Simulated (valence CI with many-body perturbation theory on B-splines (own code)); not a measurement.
**E1 line list for Rb XXIII**

Level of theory: valence CI with perturbative core correlation (CI+MBPT): five valence electrons over a frozen Dirac-Fock core [Ne], a basis of 11 s, 11 p, 10 d, 8 f, 5 g, 2 h functions for each j, with the one-electron correlation potential Σ1 (screened to all orders), the two-electron term Σ2, the three-electron term Σ3, Breit, model QED; selected single and double excitations, second order for the rest, scaled by the run's own slope (own B-spline code, finite nucleus).

No measured levels were compared; by estimate levels of excited configurations hold to 0.05 to 0.15 % of their energy, terms of the ground configuration to about 0.5 %. Among the levels kept, up to 3400 cm⁻¹ of a level comes from second order outside the variational space, and about a tenth of that is noise between levels of different J, which matters for small intervals.

Lines 201 to 250 of 594 in falling wavelength, among levels below 2020700 cm⁻¹, chosen from the strongest by gf and those to the six lowest levels. Wavelengths and rates use the calculated energies, so an error of 400 cm⁻¹ moves a line at 12.96 nm by 0.052 % and its rate by three times that or more. Electric multipoles are in the length gauge, E1 and E2 with the static RPA response of the core. Weak lines are less certain than strong ones. Lines between different terms over intervals too small for the method are left out, as are lines whose strength nearly cancels. Where a level lies close to another of its J and parity, the split of strength between their lines is uncertain. The highest levels of a list are the least certain.

Names give the largest LS component (configuration and term), which can be under half, so a name can repeat, a term be missing and a line seem to break the LS rules; names also repeat where a configuration has a term twice. Letters in brackets count levels of one name in rising energy.

```csv
λ vac (nm),Upper,Lower,A (s⁻¹),log gf,Branch %
12.96,3s 3p3 3d 2P°_3/2 [c],3s 3p4 2P_3/2,9.92e+09,-1.00,9.0
12.95,3s2 3p2 3d 2P_1/2 [b],3s2 3p3 2P°_3/2,2.52e+10,-0.90,14.0
12.94,3s 3p3 3d 2D°_5/2 [e],3s2 3p2 3d 2F_7/2 [c],1.99e+10,-0.52,9.8
12.92,3s2 3p 3d2 2D°_3/2 [a],3s2 3p2 3d 2D_5/2 [d],1.68e+10,-0.77,5.6
12.91,3s 3p3 3d 2D°_3/2 [g],3s2 3p2 3d 2S_1/2,2.29e+10,-0.64,7.4
12.90,3s 3p3 3d 2F°_5/2 [d],3s 3p4 2P_3/2,7.22e+09,-0.97,4.7
12.88,3s 3p3 3d 4D°_7/2 [e],3s2 3p2 3d 4F_7/2,1.12e+10,-0.65,10.4
12.87,3s 3p3 3d 4D°_5/2 [e],3s2 3p2 3d 2F_7/2 [a],2.01e+10,-0.52,13.1
12.87,3s2 3p2 3d 4F_5/2,3s2 3p3 4S°_3/2,4.63e+09,-1.16,86.5
12.87,3s 3p3 3d 4D°_7/2 [a],3s 3p4 4P_5/2,2.98e+08,-2.23,15.1
12.85,3s 3p3 3d 4D°_3/2 [c],3s2 3p2 3d 4F_3/2,1.61e+10,-0.80,15.5
12.85,3s 3p3 3d 2F°_7/2 [b],3s2 3p2 3d 4D_5/2,1.51e+10,-0.53,22.8
12.80,3s 3p3 3d 2G°_9/2 [b],3s2 3p2 3d 4F_7/2,6.56e+09,-0.79,13.7
12.80,3s2 3p 3d2 2H°_9/2,3s2 3p2 3d 2F_7/2 [b],1.47e+10,-0.44,21.4
12.77,3s2 3p2 3d 4D_5/2,3s2 3p3 2D°_3/2,2.76e+09,-1.39,19.9
12.77,3s2 3p 3d2 4P°_1/2,3s2 3p2 3d 4P_3/2,2.11e+10,-0.99,11.6
12.77,3s 3p3 3d 2D°_3/2 [b],3s 3p4 2P_1/2,1.89e+10,-0.73,19.9
12.74,3s2 3p 3d2 4F°_5/2,3s2 3p2 3d 2F_7/2 [b],8.74e+09,-0.89,5.8
12.73,3s 3p3 3d 2D°_5/2 [e],3s2 3p2 3d 2D_5/2 [c],3.36e+10,-0.31,16.5
12.71,3s 3p3 3d 2F°_7/2 [d],3s2 3p2 3d 2F_7/2 [b],6.74e+09,-0.88,5.3
12.70,3s 3p3 3d 2D°_3/2 [g],3s2 3p2 3d 2P_3/2 [b],1.45e+10,-0.85,4.7
12.69,3s 3p2 3d2 6G_9/2,3s 3p3 3d 6D°_7/2,5.52e+09,-0.87,89.6
12.68,3s 3p3 3d 4D°_3/2 [a],3s 3p4 4P_5/2,7.06e+08,-2.17,16.2
12.67,3s 3p3 3d 4D°_7/2 [e],3s2 3p2 3d 2F_5/2,8.53e+09,-0.78,7.9
12.67,3s 3p3 3d 4D°_5/2 [e],3s2 3p2 3d 4F_7/2,3.64e+10,-0.28,23.6
12.66,3s 3p3 3d 4P°_5/2 [a],3s 3p4 2D_3/2,1.17e+10,-0.77,10.5
12.65,3s 3p3 3d 4D°_1/2 [d],3s2 3p2 3d 4D_3/2,3.28e+10,-0.80,19.4
12.65,3s 3p3 3d 2D°_5/2 [d],3s2 3p2 3d 2D_5/2 [a],2.61e+10,-0.43,13.8
12.65,3s2 3p2 3d 2P_1/2 [a],3s2 3p3 2D°_3/2,3.33e+09,-1.80,16.6
12.65,3s 3p3 3d 2F°_7/2 [b],3s2 3p2 3d 4F_9/2,1.83e+10,-0.46,27.6
12.61,3s 3p3 3d 2P°_3/2 [d],3s2 3p2 3d 2D_3/2 [a],1.52e+10,-0.84,8.3
12.61,3s 3p3 3d 2D°_3/2 [d],3s2 3p2 3d 4D_5/2,1.99e+10,-0.72,14.4
12.61,3s2 3p 3d2 2F°_5/2 [a],3s2 3p2 3d 2F_7/2 [b],2.72e+10,-0.41,18.9
12.60,3s 3p3 3d 4F°_5/2 [a],3s 3p4 4P_5/2,1.15e+09,-1.78,21.4
12.59,3s2 3p2 3d 4P_1/2,3s2 3p3 2P°_1/2,9.64e+08,-2.34,0.6
12.58,3s2 3p 3d2 4F°_7/2 [a],3s2 3p2 3d 4P_5/2,2.01e+10,-0.42,11.8
12.57,3s2 3p 3d2 4S°_3/2,3s2 3p2 3d 2P_3/2 [b],2.29e+10,-0.66,7.2
12.56,3s2 3p 3d2 2F°_7/2 [a],3s2 3p2 3d 2D_5/2 [a],1.49e+10,-0.55,11.1
12.54,3s2 3p 3d2 2D°_5/2 [a],3s2 3p2 3d 2D_3/2 [c],1.50e+10,-0.67,5.8
12.53,3s 3p3 3d 2F°_7/2 [d],3s2 3p2 3d 4P_5/2,1.04e+10,-0.71,8.2
12.48,3s2 3p2 3d 2P_1/2 [c],3s2 3p3 2P°_3/2,2.25e+09,-1.98,1.8
12.47,3s2 3p2 3d 2G_7/2,3s2 3p3 2D°_5/2,5.10e+09,-1.02,100.0
12.46,3s2 3p 3d2 4P°_5/2,3s2 3p2 3d 2D_5/2 [a],1.93e+10,-0.57,10.2
12.46,3s2 3p2 3d 2D_3/2 [b],3s2 3p3 2P°_3/2,7.76e+08,-2.14,0.4
12.45,3s 3p3 3d 4D°_3/2 [d],3s2 3p2 3d 2F_5/2,4.94e+10,-0.34,28.2
12.44,3s2 3p 3d2 2P°_3/2,3s2 3p2 3d 2D_5/2 [d],9.35e+09,-1.06,5.4
12.41,3s2 3p 3d2 4D°_1/2 [b],3s2 3p2 3d 2D_3/2 [b],3.04e+10,-0.85,11.6
12.40,3s 3p3 3d 4F°_7/2,3s 3p4 4P_5/2,6.34e+08,-1.93,13.8
12.39,3s2 3p 3d2 2F°_7/2 [b],3s2 3p2 3d 2F_7/2 [c],2.71e+10,-0.30,14.7
12.39,3s2 3p2 3d 2D_5/2 [b],3s2 3p3 2P°_3/2,4.73e+09,-1.19,2.7
```

(1) How does gf follow from A for the line at 12.96 nm?

## Answers

(1) gf = 1.4992 × (2J+1)_upper × A / σ², with σ = 771672 cm⁻¹ and 2J+1 = 4: gf = 0.0999.
